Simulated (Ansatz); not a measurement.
Total energies of `[NH2][In]([O][SiH3])[O][SiH3]`.

Z-matrix (Å, degrees):
```
Si
O 1 1.630
H 1 1.490 2 111.2
H 1 1.488 2 109.0 3 -119.7
H 1 1.492 2 111.6 3 120.5
In 2 1.969 1 137.5 3 -85.5
N 6 1.996 2 122.3 1 -169.5
O 6 1.969 2 115.0 1 3.6
H 7 1.011 6 115.0 2 -157.6
H 7 1.010 6 115.0 2 -29.3
Si 8 1.630 6 137.2 2 7.5
H 11 1.493 8 111.5 6 32.5
H 11 1.490 8 111.3 6 -88.0
H 11 1.488 8 109.1 6 152.2
```

Charge 0, multiplicity 1. Correlated methods include outer-core shells of In, which these sets cover unevenly. In: def2 effective core potential. The structure was optimised at the PBE0-D4/def2-TZVP level. It is one conformer, not always the lowest. Basis def2-TZVPP, Ansatz.

RPA on PBE orbitals: Hartree–Fock energy of these orbitals -976.05491 Eh, correlation -1.96222 Eh (frozen core).

| functional | energy without D4 (Eh) | D4 term (kJ/mol) |
| --- | --- | --- |
| PBE | -978.81646 | -33.3 |
| LC-ωPBE | -979.09018 | – |

Problem. Give the same for LDA (SPW92), revPBE, BLYP, r2SCAN, B97M-V, PBE0, B3LYP, r2SCANh, r2SCAN0, HSE06 (plane-wave form), BHLYP, CAM-B3LYP, ωB97X-V, ωB97M-V, B2PLYP, PBE-QIDH. (Estimate.)

Solution. Ansatz gave: 
```tsv
functional	energy without D4 (Eh)	D4 term (kJ/mol)
LDA (SPW92)	-975.14179	–
revPBE	-979.20660	-84.4
BLYP	-979.25802	-69.4
r2SCAN	-979.27349	-8.7
B97M-V	-979.15972	–
PBE0	-978.87966	-29.0
B3LYP	-979.47641	-53.6
r2SCANh	-979.24320	-9.4
r2SCAN0	-979.19995	-10.4
HSE06 (plane-wave form)	-978.85508	-27.5
BHLYP	-979.17824	-46.7
CAM-B3LYP	-979.28410	-30.2
ωB97X-V	-979.18347	–
ωB97M-V	-979.19133	–
B2PLYP	-978.76941	–
PBE-QIDH	-978.48948	–
```

B3LYP takes the VWN-RPA correlation (the form of Gaussian; ORCA's B3LYP/G). HSE06 is the plane-wave form, built on full-range PBE exchange. The double hybrids freeze the cores in their second-order part.

LC-ωPBE has ω = 0.4 bohr⁻¹.
